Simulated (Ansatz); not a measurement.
Reaction (substitution at a C–C bond): `C=CCC=C` + H₂Te → `C=CC[TeH]` + ethylene

Gas-phase electronic energies from Ansatz, PBE0-D4/def2-TZVP geometries. CCSD(T)/CBS adds triple-zeta CCSD(T) − MP2 to the extrapolated MP2 energy (def2 sets, frozen cores). This one scheme is used for every species. DFT in def2-TZVPP. def2 core potentials past Kr. For Te outer-core shells are correlated without core-valence functions, which leaves a few kJ/mol of doubt a bond. One conformer a species, not always the lowest.

(1) Is it downhill or uphill in electronic energy at CCSD(T)/CBS, and by how much? (Best estimate.)

(2) What do these levels give: revPBE-D4, ωB97X-V, B2PLYP, LC-ωPBE, MP2/def2-SVP, MP2/def2-QZVPP? (Estimate.)

Largest T1 diagnostic among the species: 0.011.

Answers

(1) The calculation gave: Nearly level: ΔE = 0.00 eV.

(2) Ansatz gave: revPBE-D4 0.02, ωB97X-V 0.10, B2PLYP 0.04, LC-ωPBE 0.14, MP2/def2-SVP 0.21, MP2/def2-QZVPP -0.03 eV.

From r2SCAN to r2SCAN0 (25 % exact exchange), in def2-TZVPP and without D4, ΔE moves by +0.03 eV. Leaving LDA and LC-ωPBE aside and taking each functional with its dispersion term where it has one, the values, not all of them listed here, spread over 0.13 eV, from BLYP-D4 to CAM-B3LYP-D4. LDA lies +0.12 eV from PBE without D4. At CCSD(T), def2-SVP lies +0.23 eV from the extrapolated value and def2-TZVPP +0.05 eV.
